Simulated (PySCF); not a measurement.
# One molecule, several mistakes: BCH7NSi cation

All numbers below are calculated, not measured. They come from PySCF 2.14.0, an open-source quantum chemistry program, on an isolated molecule that a program drew, which may never have been made. The molecule is BCH7NSi cation (charge +1, singlet), drawn as the SMILES string `[BH+]NC[SiH3]`.

Each row is a Hartree-Fock (HF) and frozen-core CCSD(T) single point in the cc-pV(D+d)Z basis, meant for a local HF minimum. Run 1 is clean. Each other run has one planted mistake out of seven kinds, and not every kind appears here: one electron removed, one electron added, multiplicity raised by two, geometry at a saddle point, minimal basis STO-3G, one bond length entered in bohr, all coordinates scaled. The reference is restricted for singlets and unrestricted otherwise, and also for a bond in bohr. Adding or removing an electron swaps singlet and doublet. Electrons count all cores. HOMO and LUMO are orbital energies over both spins, the gradient is its largest component, and the lowest frequency (negative if imaginary) is given only where the gradient is small. Bond lengths are over the 10 bonds as drawn. T1 is the CCSD diagnostic: over 0.02 (restricted) or 0.045 (unrestricted) a single reference is doubtful.

Geometry of the clean run:
```xyz
11
BCH7NSi cation, angstrom
B    -0.5368    0.9617    2.4319
N    -0.9833    0.9163    1.2060
C    -0.2948    1.4555   -0.0249
Si   -1.3560    2.7881   -0.9266
H    -0.1264    1.0103    3.5265
H    -1.8803    0.4796    1.0395
H     0.6641    1.8688    0.2876
H    -0.0886    0.5976   -0.6640
H    -2.6723    2.1691   -1.1791
H    -1.4815    3.9376   -0.0118
H    -0.6367    3.1193   -2.1657
```

| run | electrons | basis functions | <S^2> | HOMO (eV) | LUMO (eV) | gradient (hartree/bohr) | lowest frequency (cm^-1) | mean bond (Å) | longest bond (Å) | T1 | HF (hartree) | CCSD(T) (hartree) | mistake |
|---|---|---|---|---|---|---|---|---|---|---|---|---|---|
| 1 | 38 | 100 | 0.000 | -16.61 | -4.00 | 3.4e-05 | 92 | 1.3525 | 1.927 | 0.0132 | -409.75975 | -410.30014 | no fault |
| 2 | 38 | 100 | 2.025 | -13.15 | -7.19 | 1.7e-01 | - | 1.3525 | 1.927 | 0.0436 | -409.61363 | -410.13713 | multiplicity raised by two |
| 3 | 37 | 100 | 0.760 | -22.82 | -13.76 | 1.1e-01 | - | 1.3525 | 1.927 | 0.0243 | -409.20147 | -409.71536 | one electron removed |
| 4 | 38 | 31 | 0.000 | -15.45 | -1.50 | 2.6e-02 | - | 1.3525 | 1.927 | 0.0156 | -405.00647 | -405.25449 | ? |
| 5 | 39 | 100 | 0.770 | -6.15 | 3.60 | 6.8e-02 | - | 1.3525 | 1.927 | 0.0148 | -409.94484 | -410.50236 | ? |

**Which mistake was planted in run 4, and what did it cost?**

It has 31 basis functions where the clean run has 100, with the same electrons and geometry. So the mistake is: minimal basis STO-3G. Subtracting run 1 and multiplying by 627.51 kcal/mol a hartree, the energy moved by 2982.7 kcal/mol in HF and 3166.2 kcal/mol in CCSD(T).

**Which mistake was planted in run 5, and what did it cost?**

It counts 39 electrons, one more than the clean run, at the same geometry and basis. So the mistake is: one electron added. Subtracting run 1 and multiplying by 627.51 kcal/mol a hartree, the energy moved by -116.1 kcal/mol in HF and -126.9 kcal/mol in CCSD(T).

